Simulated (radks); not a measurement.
The mean radii <r> (bohr) of the occupied orbitals of an atom or ion are listed with their occupations. Method: non-relativistic Kohn-Sham, LDA (Slater exchange, Perdew-Wang correlation), spin-polarised, spherical densities, point nucleus; computed with a radial shooting solver on a logarithmic mesh with Libxc functionals.

orbital  occ.      <r>
1s          2  0.03242
2s          2   0.1406
2p          6   0.1201
3s          2   0.3820
3p          6   0.3737
3d         10   0.3459
4s          2   0.9428
4p          6    1.015
4d         10    1.376

Name the element and its charge. Open shells, if any, are filled with parallel spins first.

Answer. Z = 47, silver, charge +1: Ag+ in [Kr] 4d10. The 1s radius gives Z: for a bare nucleus <r> = 1.5/Z, 0.03191 bohr for Z = 47, and screening makes it slightly larger (0.03242 here). The occupations add up to 46, and the charge is Z minus that.
